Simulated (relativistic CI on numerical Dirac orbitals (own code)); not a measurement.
Ni4+: L2,3 absorption edge

Computed with this model: Dirac-Coulomb-Breit CI, separate exchange-only KLI orbitals for each configuration, QED by a radiative potential, multiplet model of core-to-valence dipole absorption, unscaled Slater integrals; configurations [Ar] 3d6 → [He] 2s2 2p5 3s2 3p6 3d7; 300 K; Lorentzian 0.6 eV and Gaussian 0.3 eV FWHM. Energies are those of the free ion, without screening or charge transfer. The branching ratio is the share of the lower-energy edge in the whole absorption, uncertain by about 0.02 where the edges overlap. S is read from ⟨S²⟩ = S(S + 1).

Field parameters in Wybourne normalisation: D4h B²₀ = −7Ds, B⁴₀ = 21(Dq − Dt), B⁴₄ = 21√(5/14) Dq; Oh B⁴₀ = 21Dq, B⁴₄ = √(5/14) B⁴₀; Td as Oh with Dq negative (B⁴₀ = 21Dq, B⁴₄ = √(5/14) B⁴₀). The field is a parameter set, without covalency.

free ion: ground-state S = 2.00, centroid 864.70 eV, branching ratio 0.811. Peaks (eV, height): 858.0 (23), 858.8 (29), 859.7 (63), 860.9 (84), 861.9 (100), 864.1 (33), 866.8 (13), 877.4 (11), 879.3 (39).

D4h, 10Dq = 32800, Ds = 2140, Dt = -500 cm⁻¹: ground-state S = 0.02, centroid 869.13 eV, branching ratio 0.630. Peaks (eV, height): 859.2 (6), 862.2 (100), 864.1 (19), 866.3 (19), 879.0 (64), 881.4 (9), 882.0 (10).

Oh, 10Dq = 22350 cm⁻¹: ground-state S = 2.00, centroid 865.48 eV, branching ratio 0.786. Peaks (eV, height): 857.1 (25), 858.4 (23), 861.0 (100), 862.7 (41), 863.2 (41), 865.4 (16), 866.0 (16), 868.0 (9), 876.5 (8), 879.1 (29).

Oh, 10Dq = 18000 cm⁻¹: ground-state S = 2.00, centroid 865.42 eV, branching ratio 0.791. Peaks (eV, height): 857.3 (21), 858.7 (23), 860.9 (100), 862.4 (48), 865.3 (19), 867.2 (8), 867.7 (8), 876.6 (8), 878.9 (33), 880.9 (9), 884.0 (6).

Td, 10Dq = -7450 cm⁻¹: ground-state S = 2.00, centroid 865.98 eV, branching ratio 0.768. Peaks (eV, height): 857.0 (8), 860.2 (94), 861.2 (100), 862.4 (69), 864.9 (35), 867.3 (17), 876.4 (12), 877.4 (21), 878.3 (26), 878.9 (24), 879.6 (28), 881.8 (10), 883.3 (9), 884.1 (6).

Td, 10Dq = -5400 cm⁻¹: ground-state S = 2.00, centroid 865.85 eV, branching ratio 0.772. Peaks (eV, height): 860.1 (88), 861.1 (100), 862.2 (75), 864.6 (33), 867.1 (18), 877.2 (19), 878.3 (25), 879.5 (31), 881.7 (10), 883.2 (9).

The statistical ratio of this edge is 2/3 = 0.667. Values above it arise where the holes sit mainly in the j = l + 1/2 valence subshell or the ground state has high spin; values below it where core-valence Coulomb terms move weight to the upper edge, as in nearly empty shells.

Strongest unbroadened transitions for Oh, 10Dq = 22350 cm⁻¹:

```
Energy (eV)  Relative strength
     857.10               42.6
     857.24               42.4
     858.52               23.4
     860.65               60.4
     860.87              100.0
     860.90               50.2
     861.03               84.9
     861.05               84.8
     861.41               61.1
     861.84               27.3
     862.42               49.6
     862.71               29.0
     863.30               43.4
     863.36               28.0
     866.13               25.8
     879.01               36.3
     879.03               24.5
     879.08               46.9
```
